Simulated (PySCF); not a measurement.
Can point charges reproduce the dipole moment of `[Si@H]1([SiH2]C[SiH2][SiH2]1)SC`?

Coordinates (GFN2-xTB, Å) and charges (e) from the PBE0/pcSseg-1 density (PySCF):

```tsv
atom	x	y	z	Mulliken	IAO	Hirshfeld	ESP-fitted
C1	2.858	0.723	0.202	-0.4076	-0.4999	-0.1212	-0.3223
S2	2.521	-0.273	1.683	-0.2668	-0.1489	-0.1002	-0.2574
Si3	0.398	-0.634	1.413	+0.0441	+0.2430	+0.1522	+0.1388
Si4	-0.082	-1.793	-0.562	+0.4130	+0.4490	+0.2380	+0.2290
C5	-1.744	-1.000	-1.082	-0.8563	-0.8034	-0.2488	-0.3753
Si6	-1.874	0.902	-0.885	+0.3598	+0.4603	+0.2387	+0.2948
Si7	-0.850	1.345	1.160	+0.0218	+0.1174	+0.1399	+0.0538
H8	3.912	0.983	0.229	+0.1608	+0.1717	+0.0528	+0.1899
H9	2.645	0.142	-0.690	+0.1613	+0.1527	+0.0395	+0.1097
H10	2.257	1.628	0.222	+0.1642	+0.1511	+0.0393	+0.1116
H11	0.178	-1.406	2.638	+0.0198	-0.0676	-0.0678	-0.0089
H12	0.880	-1.580	-1.656	-0.0398	-0.1051	-0.0743	-0.0490
H13	-0.258	-3.247	-0.471	-0.0373	-0.0946	-0.0737	-0.0808
H14	-2.528	-1.452	-0.471	+0.1737	+0.1588	+0.0381	+0.1159
H15	-1.976	-1.280	-2.108	+0.1808	+0.1655	+0.0416	+0.1130
H16	-3.287	1.286	-0.997	-0.0429	-0.0996	-0.0775	-0.0992
H17	-1.198	1.518	-2.036	-0.0394	-0.1043	-0.0786	-0.0916
H18	-0.061	2.588	1.145	-0.0081	-0.0750	-0.0677	-0.0275
H19	-1.802	1.559	2.257	-0.0011	-0.0710	-0.0700	-0.0447
```

Compute μ = Σ q r for each scheme (1 e·Å = 4.803 D) and compare with the dipole of the full density.

The full density gives (-1.05, 0.31, -1.31) D, 1.70 D in size; dipole vectors point from the negative to the positive end.

| scheme | μx | μy | μz | size (D) | share of the full size (%) | angle to the full dipole (°) |
| --- | --- | --- | --- | --- | --- | --- |
| Mulliken | -1.23 | 0.97 | -1.55 | 2.20 | 129 | 16 |
| IAO | -0.55 | 0.32 | -0.06 | 0.64 | 37 | 46 |
| Hirshfeld | -0.23 | 0.15 | -0.11 | 0.30 | 17 | 31 |
| ESP-fitted | -1.03 | 0.33 | -1.32 | 1.71 | 100 | 1 |

Which set comes closest?

Length of the difference vector: ESP-fitted 0.03 D, Mulliken 0.73 D, IAO 1.34 D, Hirshfeld 1.46 D. Closest: ESP-fitted. The schemes that divide the density aren't constrained to reproduce the dipole.

What is left for the Hirshfeld atoms' own dipoles?

The Hirshfeld atoms' densities add up to the full density, so μ = Σ q r + Σ (atomic dipoles). The atomic dipoles sum to (-1.05, 0.31, -1.31) − (-0.23, 0.15, -0.11) = (-0.82, 0.16, -1.20) D, 1.46 D in size.

With the origin at the mean of the coordinates, (-0.001, 0.000, 0.000) Å, which are the largest single terms, by size, of the IAO dipole along the direction of the full one?

C5 -6.65, Si6 +4.41, C1 +4.29, S2 +2.07, H15 +2.07 D; all 19 atoms together +0.44 D. The single terms depend on the origin, their sum doesn't.

Give the size of the full dipole in other units.

1.70 D = 0.670 au = 0.355 e·Å = 5.68 × 10⁻³⁰ C·m.

Isolated species at its GFN2-xTB geometry (one conformer only).
